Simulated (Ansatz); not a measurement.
Input file for `CC(Cl)OBF`:

```yaml
crystal:
  periodic: [false, false, false]
  atoms:
    - {symbol: C, position_ang: [0.277585, -0.790627, 1.394738]}
    - {symbol: C, position_ang: [0.302944, 0.239824, 0.303086]}
    - {symbol: Cl, position_ang: [1.983597, 0.820249, 0.037777]}
    - {symbol: O, position_ang: [-0.180971, -0.327547, -0.881588]}
    - {symbol: B, position_ang: [-0.766326, 0.412306, -1.848746]}
    - {symbol: F, position_ang: [-0.941329, 1.717497, -1.690680]}
    - {symbol: H, position_ang: [0.879978, -1.653016, 1.108327]}
    - {symbol: H, position_ang: [-0.752605, -1.115928, 1.556744]}
    - {symbol: H, position_ang: [0.669173, -0.370728, 2.320657]}
    - {symbol: H, position_ang: [-0.261102, 1.136307, 0.561502]}
    - {symbol: H, position_ang: [-1.145547, -0.125338, -2.841317]}
basis:
  gaussian: {orbitals: def2-TZVPP}
correlation: {method: ccsd_t}
output: {orbitals: {seedname: orbitals}}
```

```sh
$ ansatz run in.yaml --threads 4 --pin off --events-out ev --progress --plain --max-ram 10444MiB
```

Output of Ansatz, abridged:

```
Functional definition: HF
1626 factors; integrals over basis functions are off by at most 1.3e-3 eV
mean field evaluation 1: about -20060.9084 eV, gradient 4.2e1 eV
mean field evaluation 2: about -20061.1849 eV, gradient 4.2e1 eV
mean field evaluation 4: about -20064.9425 eV, gradient 4.2e0 eV
mean field evaluation 8: about -20065.0061 eV, gradient 3.2e-1 eV
mean field -20065.00657513 eV, -737.3753910860 hartree, gradient 4.7e-6 eV, S^2 0.000000; 0 other end points of the search recorded, 0 dependent functions left out
10 core orbitals not correlated: weight in the atoms' cores, before any rotation towards them, 1.000 or more for the frozen orbitals, at most 0.000 for the correlated occupied ones
reference -20065.00657513 eV, -737.3753910860 hartree; 18, 18 occupied and 239, 239 virtual orbitals, 1626 factors
second order -30.23739233 eV of doubles, -0.00000000 eV of singles
cycle   1  -30.55761740 eV  change   -3.2e-1 eV  update   1.1e-1
cycle   2  -31.23613499 eV  change   -6.8e-1 eV  update   3.2e-2
cycle   3  -31.38846642 eV  change   -1.5e-1 eV  update   1.7e-2
cycle   4  -31.37133947 eV  change    1.7e-2 eV  update   3.9e-3
cycle   5  -31.37036546 eV  change    9.7e-4 eV  update   1.8e-3
cycle   6  -31.37123478 eV  change   -8.7e-4 eV  update   5.2e-4
cycle   7  -31.37091516 eV  change    3.2e-4 eV  update   1.7e-4
cycle   8  -31.37086398 eV  change    5.1e-5 eV  update   6.1e-5
cycle   9  -31.37089180 eV  change   -2.8e-5 eV  update   2.3e-5
perturbative correction -1.19348074 eV, -0.0438596083 hartree
Total energy: -20097.57094767 eV, -738.5721097040 hartree
```

Hardware: 4 threads of an Intel Xeon Platinum 8259CL on a shared host. Wall time 3.2 min, peak host memory 7.2 GiB.

MP2 recovers 92.9 % of the CCSD(T) correlation energy and the triples give 3.7 %; T1 = 0.0119.
